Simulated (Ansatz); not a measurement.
`CBC(N)C#N` + `C#CC#N` → `N#CC#CC#N` + `CBCN`  (formal exchange of groups at a C–C bond)

Calculated with Ansatz (gas phase, PBE0-D4/def2-TZVP geometries, no zero-point term in ΔE). CCSD(T)/CBS adds triple-zeta CCSD(T) − MP2 to the extrapolated MP2 energy (def2 sets, frozen cores). One conformer a species, not always the lowest.

```json
{"species": "`CBC(N)C#N`", "CCSD(T)/CBS(def2) energy (Eh)": "-252.53982"}
{"species": "`C#CC#N`", "CCSD(T)/CBS(def2) energy (Eh)": "-169.36066"}
{"species": "`N#CC#CC#N`", "CCSD(T)/CBS(def2) energy (Eh)": "-261.48899"}
{"species": "`CBCN`", "CCSD(T)/CBS(def2) energy (Eh)": "-160.40477"}
```

Problem. Work out ΔE.

Solution. ΔE = (-261.48899) + (-160.40477) − (-252.53982) − (-169.36066) = 0.00672 Eh = +4.2 kcal/mol.

Largest T1 diagnostic among the species: 0.015.

The D4 term adds +1.3 kcal/mol with B3LYP and +0.7 kcal/mol with PBE0; it sums over pairs of atoms, weighted by their polarisabilities, and B3LYP, whose exchange is more repulsive, gets the larger term. From PBE to PBE0 (25 % exact exchange), in def2-TZVPP and without D4, ΔE moves by +3.3 kcal/mol.

B3LYP here is the variant with VWN-RPA as its local correlation; programs differ in this.
